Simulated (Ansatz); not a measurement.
`S[SiH2][GaH][I]` at its PBE0-D4/def2-TZVP geometry, where that method's forces vanish. Charge 0, multiplicity 1. I takes the def2 core potential.

```xyz
8

S    -0.3677    1.6492    1.4808
Si    0.1611    0.9957   -0.4845
Ga   -0.2621   -1.3687   -0.6281
I     0.2533   -2.5215    1.5444
H     0.0762    0.5250    2.0771
H    -0.6763    1.7886   -1.4218
H     1.5903    1.2586   -0.8154
H    -0.7747   -2.3269   -1.7523
```

Problem. What forces (eV/Å) does PBE-D4/def2-TZVPP give on these atoms in Ansatz 0.2.0? (Best estimate.)

Solution. Computed: 
```
S1  -0.157  0.309  0.084
Si2  0.004 -0.122 -0.019
Ga3 -0.002  0.096 -0.101
I4   0.033 -0.070  0.156
H5   0.091 -0.244  0.109
H6  -0.088  0.088 -0.100
H7   0.160  0.026 -0.056
H8  -0.041 -0.083 -0.072
```
